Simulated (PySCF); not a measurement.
A calculated (PBE, PySCF 2.14, Sapporo-DZP-2012, scalar relativity by spin-free X2C-1e) atom or ion has these occupied shells.

```tsv
shell	electrons	orbital energy (eV)	rms radius, mean of both spins (bohr)
1s α	1	-558.07	0.231
1s β	1	-556.46	0.231
2s α	1	-59.926	1.14
2s β	1	-55.530	1.14
2p α	2	-45.032	1.11
```

**Question.** Name the element and its charge.

**Answer.** O²⁺ (oxygen, charge +2), in [He] 2s2 2p2, high-spin 3P determinant.
